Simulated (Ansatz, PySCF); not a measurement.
Molecule: C5H5S (charge 0, doublet). It need not be the lowest isomer of its formula. 
Geometry from a B3LYP-D3(BJ)/def2-TZVP (Ansatz, an electronic-structure program) optimisation:
```
C
C 1 1.3750
H 2 1.0798 1 122.03
H 2 1.0809 3 118.02 1 180.00
C 1 1.4119 2 128.55 3 180.00
H 5 1.0804 1 121.83 2 0.00
C 5 1.3978 6 124.55 1 -180.00
C 7 1.3772 5 113.31 6 180.00
H 8 1.0774 7 127.73 5 -180.00
H 7 1.0807 8 122.79 9 0.00
S 8 1.7224 9 120.30 7 -180.00
```
Charge 0, spin multiplicity 2.

Total electronic energies in hartree. Correlated levels leave the core frozen unless marked. Open shells are spin-unrestricted. No spin-orbit coupling. No relativistic terms. Basis-set limits of correlation are two-point, X^-3; Hartree-Fock from the larger set. The bracket is a focal-point correction in the basis named.

The UHF reference is spin-contaminated (<S^2> 0.37 over the pure value in the largest basis). 

| level | program | energy (Eh) |
|---|---|---|
| HF/6-31G* | Ansatz | -589.72738 |
| HF/cc-pV(T+d)Z | Ansatz | -589.83102 |
| HF-D3(BJ)/def2-TZVPD | PySCF + dftd3 | -589.91983 |
| RI-HF/cc-pV(Q+d)Z | Ansatz | -589.84633 |
| SVWN5/def2-TZVPD | Ansatz | -588.62107 |
| r2SCAN-D4/def2-TZVPD | Ansatz + dftd4 | -591.63150 |
| B3LYP/def2-TZVPD | Ansatz | -591.78576 |
| PBE0-D3(BJ)/def2-TZVPD | Ansatz + dftd3 | -591.40292 |
| PBE0-D4/def2-TZVPD | Ansatz + dftd4 | -591.40271 |
| BHLYP-D3(BJ)/def2-TZVPD | Ansatz + dftd3 | -591.65554 |
| TPSSh/def2-TZVPD | PySCF | ___ |
| r2SCANh/def2-TZVPD | Ansatz | -591.61741 |
| LC-wPBE/def2-TZVPD | Ansatz | -591.50309 |
| wB97X-V/def2-TZVPD | Ansatz | ___ |
| B2GP-PLYP/def2-TZVPD | Ansatz | -591.36888 |
| RPA@PBE/cc-pV(T+d)Z | Ansatz | -591.30460 |
| SCS-MP2/6-31G | Ansatz | -590.04979 |
| SCS-MP2/cc-pV(D+d)Z | Ansatz | -590.48607 |
| CCSD/cc-pV(D+d)Z | Ansatz | -590.57615 |
| CCSD/cc-pV(T+d)Z | Ansatz | -590.80593 |
| CCSD(T)/cc-pV(D+d)Z | Ansatz | -590.61052 |
| RI-MP2/CBS(cc-pV(T+d)Z,cc-pV(Q+d)Z)+[CCSD(T)-MP2]/cc-pV(D+d)Z | Ansatz | -590.9764 |
| RI-MP2/CBS(cc-pV(T+d)Z,cc-pV(Q+d)Z)+[CCSD(T)-MP2]/cc-pV(T+d)Z | Ansatz | -590.9835 |

### Question
Fill in the missing entries.

### Answer

- TPSSh/def2-TZVPD, energy (Eh): -591.80162
- wB97X-V/def2-TZVPD, energy (Eh): -591.64391
